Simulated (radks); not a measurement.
The nuclear charge of neutral zirconium is varied continuously with 40 electrons held in [Kr] 4d2 5s2. Method: scalar-relativistic Kohn-Sham, SCAN, spin-unpolarised, spherical densities, finite nucleus; meta-GGA in the generalised Kohn-Sham scheme; Fermi nuclear charge, rms radius 4.2694 fm; computed with a radial shooting solver on a logarithmic mesh with Libxc functionals. By the Hellmann-Feynman theorem dE/dZ = E(electron-nucleus)/Z, the electronic potential at the nucleus (averaged over a nucleus of fixed radius). The scalar-relativistic energy here is not variational (the density holds large components alone), so the two differ by a part that grows with Z.

\begin{tabular}{lrrrrr}
Z & E (hartree) & E(electron-nucleus)/Z (hartree) & HOMO & e(HOMO) (eV) & <r> HOMO (bohr) \\ \hline
39.75 & -3545.28450 & -214.796 & 4d & -1.557 & 2.510 \\
40 & -3599.32525 & -216.643 & 4d & -3.500 & 2.304 \\
40.25 & -3653.82956 & -218.485 & 4d & -5.716 & 2.152 \\
40.5 & -3708.79654 & -220.324 & 5s & -7.953 & 3.420 \\
40.75 & -3764.22580 & -222.162 & 5s & -9.828 & 3.283 \\
41 & -3820.11698 & -223.998 & 5s & -11.820 & 3.161 \\
\end{tabular}

The central difference of E at Z = 40 is -217.090 hartree, to compare with the third column; the second derivative is -7.42 hartree.
